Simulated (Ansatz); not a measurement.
Start from `[SiH3][CH2][GaH2]` and change one atom or group to get `[SiH3]C[SeH]`.

Ansatz, PBE0-D4/def2-TZVP geometries, multiplicity 1. Each molecule was computed in one conformer, which needn't be the lowest.

Scalar relativity is left out up to krypton.

| property | `[SiH3][CH2][GaH2]` |
| --- | --- |
| HOMO energy (ωB97M-V/def2-TZVPP) / eV | -10.17 |
| LUMO energy (PBE/def2-TZVPP) / eV | -2.39 |
| LUMO energy (PBE0/def2-TZVPP) / eV | -1.58 |
| size of the dipole moment (PBE/def2-TZVPP) / D | 0.99 |
| HOMO–LUMO gap (PBE/def2-TZVPP) / eV | 4.45 |
| size of the dipole moment (B3LYP/def2-TZVPP) / D | 0.97 |

Question: What does the change do to each property? (Estimate.)

Answer: Computed: 
```
                                        property  `[SiH3]C[SeH]`  shift
           HOMO energy (ωB97M-V/def2-TZVPP) / eV           -8.80   1.37
               LUMO energy (PBE/def2-TZVPP) / eV           -1.15   1.24
              LUMO energy (PBE0/def2-TZVPP) / eV           -0.28   1.30
  size of the dipole moment (PBE/def2-TZVPP) / D            0.95  -0.04
             HOMO–LUMO gap (PBE/def2-TZVPP) / eV            4.30  -0.15
size of the dipole moment (B3LYP/def2-TZVPP) / D            0.99   0.02
```

With PBE0 the HOMO rises by 1.42 eV and the LUMO rises by 1.30 eV, so the gap narrows by about 0.12 eV. PBE moves the HOMO by 1.38 eV and ωB97M-V by 1.37 eV. The zero-point energy changes by -11.4 kJ/mol with -3 modes. Dipoles are sizes alone; their direction can turn.

B3LYP here is the variant with VWN-RPA as its local correlation; programs differ in this.

Spin–orbit coupling is left out; it splits and shifts lone-pair levels of the heavy atoms by tenths of an eV.
